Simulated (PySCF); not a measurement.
sulfur hexafluoride (F₆S), SMILES FS(F)(F)(F)(F)F.

The structure is a stationary point at PBE-D3(BJ)/def2-SVP.

The numbers are results of PBE/def2-TZVP in PySCF, not measurements.

Isolated molecule, no solvent.

```
Item                                                                                                           Result
---------------------------------------------------------------------------------------------  ----------------------
total energy                                                                                       -996.76686 hartree
point group                                                                                                        Oh
highest occupied level                                                                                      -10.16 eV
lowest empty level                                                                                           -3.78 eV
orbital gap                                                                                                   6.38 eV
dipole moment                                                                                                  0.00 D
quadrupole, principal values (traceless, Buckingham form, about the centre of nuclear charge)    0.00, 0.00, 0.00 D·Å
mean static polarisability                                                                       28.8 bohr³ (4.27 Å³)
polarisability, principal values                                                               28.8, 28.8, 28.8 bohr³
```
